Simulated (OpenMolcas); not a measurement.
Computed levels of 3d⁵ in ions with 23 electrons, in cm-1 above ⁶S_5/2.

* Program: OpenMolcas 26.06
* Method: CASSCF
* Basis: ANO-RCC-VQZP
* Scalar Hamiltonian: DKH2, point nucleus
* Spin-orbit coupling: state interaction with AMFI integrals over the reference wave functions, term energies averaged over their components

Active space for each ion: 5 electrons in 5 orbitals (3d).

| Level | Fe3+ | Co4+ | Cu6+ |
| --- | --- | --- | --- |
| ⁴G_5/2 | 37633 | 42464 | 51859 |
| ⁴G_7/2 | 37656 | 42505 | 51961 |
| ⁴G_11/2 | 37662 | 42516 | 51989 |
| ⁴G_9/2 | 37670 | 42529 | 52023 |
| ⁴P_5/2 | 43306 | 48837 | 59435 |
| ⁴P_3/2 | 43374 | 48953 | 59714 |
| ⁴P_1/2 | 43454 | 49093 | 60055 |
| ⁴D_7/2 | 46753 | 52754 | 64396 |
| ⁴D_1/2 | 46829 | 52887 | 64731 |

Problem. Estimate ⁴G_5/2, ⁴G_7/2 for Ni5+ from its neighbours Co4+ and Cu6+.

Solution. ⁴G_5/2 is another term, which grows about linearly with the charge: (42464 + 51859) / 2 = 47162. The calculation gives 47280, so the estimate is off by -0.2 %.
⁴G_7/2 is another term, which grows about linearly with the charge: (42505 + 51961) / 2 = 47233. The calculation gives 47346, so the estimate is off by -0.2 %.

Without dynamic correlation excited terms often stand tens of per cent too high (terms of higher spin than the ground term too low), and those without a measured partner can miss by more than the paired ones. Only configurations of the active space appear.
